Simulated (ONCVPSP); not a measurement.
# Pseudopotential generation for vanadium: ONCV, LDA (Perdew-Zunger), scalar-relativistic.

| Property | Result |
| --- | --- |
| Element | V |
| Generator | ONCVPSP 4.0.1 |
| Type | optimised norm-conserving Vanderbilt (ONCV) |
| Functional | LDA (Perdew-Zunger) |
| Relativity | scalar-relativistic |
| Frozen core | [Ne] 3s2 |
| Valence charge | 11 |
| Reference configuration | 3p6 3d3 4s2 |
| Partial waves | 4s: rc 2.85 bohr, ncon 4, nbas 8, qcut 2.4 1/bohr, 2 projectors, debl 0.4 Ha; 3p: rc 1.05 bohr, ncon 4, nbas 7, qcut 8.9 1/bohr, 2 projectors, debl 1 Ha; 3d: rc 1.60 bohr, ncon 4, nbas 8, qcut 9 1/bohr, 3 projectors, debl 1.9 Ha |
| Local potential | polynomial inside 0.65 bohr (lpopt 3, dvloc0 2 Ha) |
| Core correction | Teter function, fcfact 3.25, rcfact 1.6 |

In the p channel the program set the typed energies aside and used -1.615, 0.250 Ha.

(1) Estimate the cutoffs (Ha) at which the residual kinetic energy of the hardest occupied pseudo-wave falls to 1 and 0.1 mHa per electron.

(2) What does a ghost test show?

(3) Tests: 3p6 3d3 4s1; 3p6 3d3 4s0; 3p6 3d2 4s0; 3p6 3d3.5 4s1.5. Which has the largest error in its energy relative to the reference configuration, and how large is it?

Answers

(1) 33 Ha and 75 Ha.

(2) Ghosts flagged at negative energy: s at -208.3 eV; GHOST(+) flagged for s at 64.7 eV. A true bound ghost makes a file unfit for plane-wave use.

(3) 3p6 3d2 4s0, with +100 meV (all-electron minus pseudo) on +51.64 eV.
